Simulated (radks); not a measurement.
The vanadium ion V0.8+, 22.2 electrons, occupied as 1s(up 1, down 0.2) 2s2 2p6 3s2 3p6 3d3 4s2 (fractional occupations, a model configuration).

All-electron calculation, scalar-relativistic Kohn-Sham, LDA (Slater exchange, Perdew-Wang correlation), spin-polarised, spherical densities, finite nucleus; open shells are filled with parallel spins first; Fermi nuclear charge, rms radius 3.6002 fm. Program: a radial shooting solver on a logarithmic mesh with Libxc functionals.

Energy parts (eV):
part                      energy
total                 -21419.982
kinetic                21581.039
electron-nucleus      -51735.867
Hartree                 9785.578
exchange-correlation   -1050.731

Orbitals (lengths in bohr, moments of r in powers of bohr):
1s up: occ. 1; eigenvalue (eV) -5594.606; <1/r> 23.04; <r^4> 0.00008595
1s down: occ. 0.2; eigenvalue (eV) -5525.173; <1/r> 22.92; <r^4> 0.00008819
2s up: occ. 1; eigenvalue (eV) -655.4539; <1/r> 4.927; <r^4> 0.01997
2s down: occ. 1; eigenvalue (eV) -649.4652; <1/r> 4.918; <r^4> 0.02017
2p up: occ. 3; eigenvalue (eV) -564.7865; <1/r> 4.884; <r^4> 0.01493
2p down: occ. 3; eigenvalue (eV) -560.0497; <1/r> 4.864; <r^4> 0.01506
3s up: occ. 1; eigenvalue (eV) -86.4048; <1/r> 1.553; <r^4> 1.482
3s down: occ. 1; eigenvalue (eV) -82.6414; <1/r> 1.541; <r^4> 1.535
3p up: occ. 3; eigenvalue (eV) -60.2225; <1/r> 1.440; <r^4> 2.009
3p down: occ. 3; eigenvalue (eV) -56.7212; <1/r> 1.425; <r^4> 2.116
3d up: occ. 3; eigenvalue (eV) -17.4051; <1/r> 1.117; <r^4> 7.783
3d down: occ. 0; eigenvalue (eV) -14.6672; <1/r> 1.085; <r^4> 10.16
4s up: occ. 1; eigenvalue (eV) -11.5668; <1/r> 0.4655; <r^4> 129.3
4s down: occ. 1; eigenvalue (eV) -10.8038; <1/r> 0.4444; <r^4> 151.2

The highest occupied level is 4s down at -10.804 eV. The configuration is held as typed, so some empty levels lie below it. The spin density at the nucleus is 3684 e/bohr^3 (1s 3681, 2s 1, 3s 1, 4s 1). Spin moment in Bohr magnetons: 3.8. The electron density at the nucleus is 6477 e/bohr^3 (large components only).
